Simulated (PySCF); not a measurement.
Al: excitation energy

Al [Ne] 3s2 3p1 (2P) → Al [Ne] 3s1 3p1 4s1 (4P), as a difference of total energies. Computed with PySCF 2.14 in aug-cc-pV(T+d)Z (6s5p4d2f, 55 functions), with the non-relativistic Hamiltonian (point nucleus). Correlated levels: valence: [Ne] frozen. The calculations carry no spin-orbit coupling.

| method | excitation energy (eV) |
| --- | --- |
| UHF | 6.414 |
| MP2 (valence) | 7.226 |
| SCS-MP2 (valence) | 7.475 |
| CCSD (valence) | 7.507 |
| CCSD(T) (valence) | 7.536 |

Problem. How much does correlation contribute at CCSD(T) (valence)?

Solution. 7.536 − (6.414) = 1.122 eV, measured against UHF.

The upper state lies above the first ionisation limit, but in LS coupling its spin forbids autoionisation to the ground ion. A Rydberg-like electron needs more diffuse functions than a valence basis has.

The promoted electron is Rydberg-like, and one or two diffuse shells describe it only roughly, which tends to raise the upper state.
